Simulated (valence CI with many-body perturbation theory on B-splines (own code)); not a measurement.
# W61+: electric-dipole lines

Computed by relativistic CI+MBPT: three valence electrons over a frozen Dirac-Fock core [Ne], a basis of 11 s, 11 p, 10 d, 8 f, 5 g, 2 h functions for each j, with the one-electron correlation potential Σ1 (screened to all orders), the two-electron term Σ2, the three-electron term Σ3, Breit, model QED; selected single and double excitations, second order for the rest, scaled by the run's own slope (own B-spline code, finite nucleus).

The last digits are not significant, and no measured levels were compared; by estimate large intervals hold to a few tenths of a per cent, small ones and those within an open d or f shell to about a per cent.

Lines 51 to 100 of 591 in falling wavelength, among levels below 3280.8 eV, chosen from the strongest by gf and those to the six lowest levels. Wavelengths and rates use the calculated energies. Electric multipoles are in the length gauge with retardation, E1 and E2 with the static RPA response of the core. Weak lines are less certain than strong ones. Lines between different terms over intervals too small for the method are left out, as are lines whose strength nearly cancels. The highest levels of a list are the least certain.

Levels are named by their leading jj configuration (3d3/2^4 stands for four electrons in 3d with j = 3/2), which in mixed levels can hold well under half, so a name can repeat and another be missing. Letters in brackets count levels of one name in rising energy.

```csv
λ vac (Å),Upper,Lower,A (s⁻¹),S (a.u.) with core polarisation,S without
63.13,(3p1/2 3p3/2 3d5/2) J=9/2,(3s 3p3/2 3d5/2) J=9/2,3.84e+10,4.77e-02,4.85e-02
62.47,(3s 3p1/2 3d3/2) J=3/2 [a],(3s 3p1/2 3p3/2) J=5/2,3.67e+10,1.77e-02,1.79e-02
62.30,(3p1/2^2 3d3/2) J=3/2,(3s 3p1/2 3d3/2) J=3/2 [a],3.66e+10,1.75e-02,1.78e-02
60.99,(3p1/2^2 3p3/2) J=3/2,(3s 3p1/2 3p3/2) J=3/2 [a],2.09e+10,9.36e-03,9.50e-03
58.85,(3s 3p1/2 3d3/2) J=5/2,(3s 3p1/2 3p3/2) J=5/2,1.11e+10,6.68e-03,6.77e-03
57.37,(3s 3p1/2 3d3/2) J=1/2,(3s 3p1/2 3p3/2) J=3/2 [b],4.33e+08,8.07e-05,8.25e-05
57.23,(3s 3p1/2 3d3/2) J=3/2 [a],(3s 3p1/2 3p3/2) J=3/2 [a],6.31e+08,2.33e-04,2.38e-04
56.20,(3p1/2 3d3/2 3d5/2) J=9/2,(3p1/2 3p3/2 3d5/2) J=9/2,3.47e+10,3.03e-02,3.08e-02
55.65,(3s 3p1/2 3d3/2) J=3/2 [b],(3s 3p1/2 3p3/2) J=3/2 [b],4.54e+09,1.55e-03,1.57e-03
55.39,(3s^2 4p3/2) J=3/2,(3s^2 4s) J=1/2,4.58e+11,1.54e-01,1.54e-01
54.18,(3s 3p1/2 3d3/2) J=5/2,(3s 3p1/2 3p3/2) J=3/2 [a],1.19e+08,5.59e-05,5.64e-05
54.06,(3d3/2 3d5/2^2) J=11/2,(3p3/2 3d5/2^2) J=9/2,1.82e+10,1.70e-02,1.73e-02
53.01,(3s^2 3d3/2) J=3/2,(3s^2 3p3/2) J=3/2,2.71e+08,7.96e-05,7.97e-05
51.16,(3d3/2^2 3d5/2) J=9/2,(3p3/2 3d3/2 3d5/2) J=9/2 [a],2.20e+10,1.45e-02,1.47e-02
50.84,(3s 3p1/2 3d3/2) J=3/2 [b],(3s 3p1/2 3p3/2) J=5/2,2.32e+09,6.01e-04,6.12e-04
50.57,(3d3/2 3d5/2^2) J=11/2,(3p3/2 3d5/2^2) J=11/2,3.71e+10,2.84e-02,2.88e-02
48.65,(3p3/2 3d5/2^2) J=5/2 [a],(3p3/2^2 3d5/2) J=3/2,5.83e+10,1.99e-02,2.02e-02
48.55,(3s 3p1/2 3d3/2) J=1/2,(3s 3p1/2 3p3/2) J=3/2 [a],5.75e+09,6.49e-04,6.59e-04
47.31,(3s 3p1/2 3d3/2) J=3/2 [b],(3s 3p1/2 3p3/2) J=3/2 [a],3.60e+09,7.53e-04,7.61e-04
46.25,(3p3/2 3d5/2^2) J=7/2 [a],(3p3/2^2 3d5/2) J=5/2 [a],3.53e+10,1.38e-02,1.40e-02
45.99,(3d5/2^3) J=3/2,(3p3/2 3d5/2^2) J=3/2 [b],1.71e+11,3.28e-02,3.32e-02
45.80,(3d5/2^3) J=9/2,(3p3/2 3d5/2^2) J=7/2 [b],3.34e+11,1.58e-01,1.60e-01
45.61,(3s 3p1/2 3d5/2) J=5/2 [a],(3s 3p1/2 3p3/2) J=3/2 [b],2.12e+09,5.96e-04,6.03e-04
45.58,(3s 3d5/2^2) J=5/2,(3s 3p3/2 3d5/2) J=3/2 [b],6.43e+10,1.80e-02,1.83e-02
45.24,(3d3/2 3d5/2^2) J=7/2 [a],(3p3/2 3d3/2 3d5/2) J=5/2 [c],1.08e+11,3.93e-02,3.98e-02
44.65,(3s 3d5/2^2) J=9/2,(3s 3p3/2 3d5/2) J=7/2 [b],9.10e+10,4.00e-02,4.05e-02
44.64,(3d3/2 3d5/2^2) J=5/2 [a],(3p3/2 3d3/2 3d5/2) J=3/2 [c],9.34e+10,2.46e-02,2.49e-02
44.62,(3s 3d5/2^2) J=7/2,(3s 3p3/2 3d5/2) J=5/2 [b],3.28e+11,1.15e-01,1.17e-01
44.08,(3d5/2^3) J=5/2,(3p3/2 3d5/2^2) J=3/2 [b],2.71e+11,6.88e-02,6.97e-02
44.04,(3d3/2 3d5/2^2) J=9/2,(3p3/2 3d3/2 3d5/2) J=7/2 [c],2.67e+11,1.13e-01,1.14e-01
43.87,(3d3/2 3d5/2^2) J=7/2 [b],(3p3/2 3d3/2 3d5/2) J=5/2 [d],1.59e+11,5.31e-02,5.38e-02
43.68,(3d3/2 3d5/2^2) J=11/2,(3p3/2 3d3/2 3d5/2) J=9/2 [b],3.63e+11,1.79e-01,1.81e-01
43.68,(3s 3d3/2 3d5/2) J=3/2 [b],(3s 3p3/2 3d3/2) J=1/2 [b],7.46e+10,1.23e-02,1.24e-02
43.61,(3s 3d3/2 3d5/2) J=5/2 [b],(3s 3p3/2 3d3/2) J=5/2 [b],6.06e+10,1.49e-02,1.51e-02
43.58,(3p1/2 3d5/2^2) J=5/2,(3p1/2 3p3/2 3d5/2) J=3/2 [b],8.07e+10,1.98e-02,2.00e-02
43.56,(3s 3d3/2 3d5/2) J=7/2 [b],(3s 3p3/2 3d3/2) J=5/2 [b],2.04e+11,6.66e-02,6.74e-02
43.50,(3p1/2 3d5/2^2) J=7/2,(3p1/2 3p3/2 3d5/2) J=5/2 [b],3.25e+11,1.06e-01,1.07e-01
43.44,(3d5/2^3) J=3/2,(3p3/2 3d5/2^2) J=5/2 [b],9.11e+10,1.47e-02,1.49e-02
43.43,(3p1/2 3d5/2^2) J=3/2,(3p1/2 3p3/2 3d5/2) J=1/2,9.73e+10,1.57e-02,1.59e-02
43.37,(3d5/2^3) J=3/2,(3p3/2 3d5/2^2) J=3/2 [a],1.10e+11,1.77e-02,1.79e-02
43.29,(3p3/2 3d5/2^2) J=11/2,(3p3/2^2 3d5/2) J=9/2,1.72e+11,8.25e-02,8.36e-02
43.28,(3s 3d5/2^2) J=3/2,(3s 3p3/2 3d5/2) J=3/2 [b],1.29e+11,2.06e-02,2.09e-02
43.23,(3p3/2 3d3/2 3d5/2) J=7/2 [b],(3p3/2^2 3d3/2) J=7/2,1.12e+11,3.58e-02,3.62e-02
43.13,(3d3/2 3d5/2^2) J=5/2 [b],(3p3/2 3d3/2 3d5/2) J=3/2 [c],1.26e+11,2.99e-02,3.03e-02
43.08,(3p3/2 3d5/2^2) J=7/2 [b],(3p3/2^2 3d5/2) J=5/2 [b],5.65e+11,1.78e-01,1.81e-01
43.08,(3d3/2 3d5/2^2) J=5/2 [a],(3p3/2 3d3/2 3d5/2) J=3/2 [b],2.18e+11,5.17e-02,5.23e-02
42.83,(3p1/2 3p3/2 3d5/2) J=3/2 [a],(3p1/2 3p3/2^2) J=3/2,1.11e+11,1.72e-02,1.74e-02
42.66,(3d3/2 3d5/2^2) J=5/2 [a],(3p3/2 3d3/2 3d5/2) J=5/2 [c],7.92e+10,1.82e-02,1.84e-02
42.62,(3d3/2^2 3d5/2) J=5/2 [a],(3p3/2 3d3/2^2) J=5/2,7.76e+10,1.78e-02,1.80e-02
42.59,(3s 3p1/2 3d5/2) J=3/2,(3s 3p1/2 3p3/2) J=1/2,1.94e+11,2.96e-02,3.00e-02
```
